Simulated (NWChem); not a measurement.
System: HfI4; SMILES [I][Hf]([I])([I])[I]

Here is an NWChem input.

```
start job
memory heap 200 mb stack 900 mb global 1100 mb
geometry units angstroms
  Hf     0.000001     0.000001    -0.000000
  I      2.189226    -0.645896    -1.577246
  I      0.830670     0.396890     2.617263
  I     -1.177680     2.321976    -0.958697
  I     -1.842223    -2.072969    -0.081322
end
basis spherical
  * library def2-svp
end
ecp
  I library def2-ecp
  Hf library def2-ecp
end
dft
  xc pbe0
  iterations 150
end
driver
  maxiter 120
end
task dft optimize
```

Not confirmed as a minimum by frequencies. def2 effective core potentials on I, Hf; no spin-orbit coupling.

The level has its own optimisation.

Problem. Predict the main results of this run. (PBE0/def2-SVP with def2 effective core potentials on I, Hf.) Quantities: r Hf–I (Å).

Solution. 
| Property | Value |
|---|---|
| r Hf–I (Å) | 2.683 |
